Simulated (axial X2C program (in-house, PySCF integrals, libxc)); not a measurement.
## LiPd: from the spin-free to the two-component result

All values were computed with an in-house relativistic program for diatomic molecules. Spin-free means the one-electron spin-free X2C Hamiltonian; two-component (2c) means X2C with spin–orbit coupling and atomic mean-field two-electron Coulomb and Gaunt terms, so the difference of the two also holds small scalar two-electron terms. Basis: Pd dyall-cv3z [12s12p8d5f3g], Li dyall-cv3z [7s8p2d] (cores contracted in-house); Gaussian nuclei, density fitting, unrestricted open shells. Masses: Pd 105.903 u, Li 7.016 u.

Spin-free state: M_S = 1/2, Λ = 0 (beyond evenly filled blocks: σα); fragments Pd + Li.

```csv
level,Re (Å),ωe (cm⁻¹),De (eV),μ (D)
PBE0,2.236,402.4,1.419,3.98
HF,2.355,297.9,n/a,2.08
MP2,2.228,431.0,1.233,n/a
CCSD,2.231,419.5,1.219,n/a
CCSD(T),2.230,431.7,1.339,n/a
BHandHLYP,2.229,394.4,1.197,3.76
```

Correlated methods: 11 electrons correlated (number of frozen shells: Pd 4 s, 3 p, 1 d; Li 1 s), 263 virtual spin orbitals or spinors in MP2, 89 natural virtuals in coupled cluster.

Dipoles are positive if Li is the positive end.

Two-component determinant lowest at the distance of the search:

Ω = 1/2 (⟨Sz⟩ = 0.50, ⟨Lz⟩ = 0.00 at HF); fragments Pd + Li.

```
    level  Re (Å)  ωe (cm⁻¹)  De (eV)  μ (D)
     PBE0   2.238      400.6    1.421   3.99
       HF   2.355      298.1      n/a   2.09
      MP2   2.229      431.2    1.234    n/a
     CCSD   2.232      418.5    1.219    n/a
  CCSD(T)   2.231      430.7    1.341    n/a
BHandHLYP   2.231      392.0    1.200   3.77
```

**Question.** From the two tables, how do the constants change at the CCSD(T) level (2c against spin-free)?

**Answer.** At the CCSD(T) level Re rises by 0.001 Å and ωe drops by 1.0 cm⁻¹; De changes by 0.002 eV.

The state is a single determinant with fixed occupations, the lowest that a limited PBE0 search found. De is counted from the lowest determinant-based energies of the atoms at the same level, without counterpoise correction. De is not given where an atomic determinant may have missed its ground term or J level, or where the truncated virtual space spoils (T). Density functionals use the spin component along the axis (collinear). CCSD and (T) use frozen natural virtuals with an MP2 correction for the truncation; (T) itself is uncorrected, so its De runs slightly low. The T1 diagnostic is large, a sign of multireference character.
